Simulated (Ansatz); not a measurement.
Relaxation of CH5F2NSi (10 atoms, charge 0, multiplicity 1), to a largest force component of 0.02 eV/Å in at most 50 steps.

Theory: RKS PBE0-D4/def2-SVP in Ansatz.

```xyz
10
Properties=species:S:1:pos:R:3
F -1.355 -2.075 -0.230
C -0.759 -1.035 0.404
F 0.035 -1.618 1.290
N 0.092 -0.310 -0.574
Si 0.869 1.079 -0.212
H 0.701 -1.104 -0.290
H -0.562 -0.161 -1.361
H 1.888 0.822 0.864
H -0.138 2.083 0.306
H 1.512 1.570 -1.411
```

**Question.** Where does it end, and by what steps?

**Answer.** The run converged. After 28 steps the energy has fallen by 4.661 eV; H6 moved furthest, 1.69 Å. Parted: N4–Si5. Joined: C2–Si5.

```csv
step,energy less start (eV),largest force component (eV/Å),accepted
0,0.0000,7.075,yes
1,-1.7657,2.803,yes
2,-2.2344,0.663,yes
3,-2.3630,0.612,yes
4,-2.3714,1.339,yes
5,-2.4143,0.162,yes
6,-2.4211,0.089,yes
7,-2.4485,0.372,yes
8,-2.4284,0.792,no
9,-2.4723,0.237,yes
10,-2.4968,0.271,yes
11,-2.5283,0.513,yes
12,-2.5737,1.402,yes
13,-2.6586,2.055,yes
14,-2.8840,2.428,yes
15,-3.2840,2.135,yes
16,-3.9435,1.367,yes
17,-4.2123,1.276,yes
18,-4.3442,1.528,yes
19,-4.4018,0.806,yes
20,-4.4918,0.349,yes
21,-4.5743,0.316,yes
22,-4.6337,0.391,yes
23,-4.6223,1.432,no
24,-4.6512,0.180,yes
25,-4.6581,0.076,yes
26,-4.6505,0.619,no
27,-4.6601,0.033,yes
28,-4.6606,0.019,yes
```

```xyz
10
Properties=species:S:1:pos:R:3
F -0.928 -0.977 0.870
C 0.181 -0.700 0.086
F 1.168 -1.486 0.595
N -0.010 -1.053 -1.255
Si 0.634 1.158 0.337
H -0.229 -2.045 -1.347
H -0.738 -0.500 -1.697
H 0.689 1.434 1.799
H -0.434 1.983 -0.303
H 1.951 1.439 -0.300
```

Whether the end is a true minimum wasn't checked by a vibrational analysis.

Time of the run: 53 s on 2 threads of Intel(R) Xeon(R) Platinum 8488C (Sapphire Rapids), on a shared host, peak memory 0.22 GiB.
